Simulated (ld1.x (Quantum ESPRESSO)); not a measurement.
Reading a pseudo-wave (europium (Eu))

Columns: radius, all-electron u(r) and pseudo u(r) of the 5d shell (level -1.72 eV) of europium in the configuration [Kr] 4d10 4f7 5s2 5p6 5d0 6s2 6p0; LDA (PZ), scalar-relativistic, ultrasoft scheme, ld1.x (Quantum ESPRESSO) 7.5.

```json
{"r (bohr)": "0.158", "all-electron": "0.1418", "pseudo": "0.0008"}
{"r (bohr)": "0.315", "all-electron": "-0.0850", "pseudo": "0.0060"}
{"r (bohr)": "0.473", "all-electron": "-0.2234", "pseudo": "0.0195"}
{"r (bohr)": "0.630", "all-electron": "-0.1691", "pseudo": "0.0439"}
{"r (bohr)": "0.788", "all-electron": "-0.0283", "pseudo": "0.0806"}
{"r (bohr)": "0.945", "all-electron": "0.1232", "pseudo": "0.1286"}
{"r (bohr)": "1.102", "all-electron": "0.2554", "pseudo": "0.1862"}
{"r (bohr)": "1.260", "all-electron": "0.3603", "pseudo": "0.2502"}
{"r (bohr)": "1.418", "all-electron": "0.4379", "pseudo": "0.3162"}
{"r (bohr)": "1.575", "all-electron": "0.4919", "pseudo": "0.3791"}
{"r (bohr)": "1.732", "all-electron": "0.5274", "pseudo": "0.4353"}
{"r (bohr)": "1.890", "all-electron": "0.5488", "pseudo": "0.4818"}
{"r (bohr)": "2.047", "all-electron": "0.5592", "pseudo": "0.5160"}
{"r (bohr)": "2.205", "all-electron": "0.5614", "pseudo": "0.5375"}
{"r (bohr)": "2.362", "all-electron": "0.5577", "pseudo": "0.5470"}
{"r (bohr)": "2.520", "all-electron": "0.5496", "pseudo": "0.5464"}
{"r (bohr)": "2.678", "all-electron": "0.5384", "pseudo": "0.5383"}
{"r (bohr)": "2.835", "all-electron": "0.5252", "pseudo": "0.5257"}
{"r (bohr)": "2.992", "all-electron": "0.5106", "pseudo": "0.5107"}
{"r (bohr)": "3.150", "all-electron": "0.4949", "pseudo": "0.4949"}
{"r (bohr)": "3.308", "all-electron": "0.4786", "pseudo": "0.4786"}
{"r (bohr)": "3.465", "all-electron": "0.4622", "pseudo": "0.4622"}
{"r (bohr)": "3.622", "all-electron": "0.4456", "pseudo": "0.4456"}
{"r (bohr)": "3.780", "all-electron": "0.4289", "pseudo": "0.4289"}
{"r (bohr)": "3.938", "all-electron": "0.4123", "pseudo": "0.4123"}
{"r (bohr)": "4.095", "all-electron": "0.3960", "pseudo": "0.3960"}
```

(1) How many radial nodes do the two functions have?

(2) At about which radius was the pseudo-wave matched?

(3) Is the pseudo-wave norm-conserving?

## Answers

(1) The all-electron 5d function has n − l − 1 = 2; the pseudo-wave has 0, since the states of the same l below it are removed with the core.

(2) 3.15 bohr. The columns agree to 0.0005 from 2.68 bohr on; several derivatives are matched, so the curves merge somewhat inside the radius.

(3) No, it belongs to an ultrasoft set: the norm inside the radius is not constrained, and the difference is carried by the augmentation charge.
